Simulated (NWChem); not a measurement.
# Correlation energy of H$_{3}$N$_{2}$

```
N
H 1 1.0149
H 1 1.0194 2 113.76
N 1 1.3347 2 114.25 3 145.36
H 4 1.0273 1 105.64 2 -168.24
```
Charge 0, spin multiplicity 2.

Program: NWChem. All single points use one geometry, from UPBE0/def2-SVP, a minimum by its harmonic frequencies. It is one conformer; others weren't searched.

Basis set: 6-311G**. Each correlation energy counts from its own Hartree-Fock reference.

The correlated methods keep 2 core orbitals frozen. The Pople sets run with spherical d functions. The structure started from a generated list of species. No SCF solution was tested for a lower state. Open-shell Hartree-Fock references start from PBE0 orbitals. Coupled-cluster values serve here as a point of comparison, not as the truth.

Task: For the correlation energy, UMP2 gives -338.8 mHa and SCS-UMP2 gives -333.6 mHa. What do CCSD on UHF, CCSD[T] on UHF, CCSD(T) on UHF give?

Result: CCSD on UHF: -362.5 mHa; CCSD[T] on UHF: -374.2 mHa; CCSD(T) on UHF: -373.6 mHa.
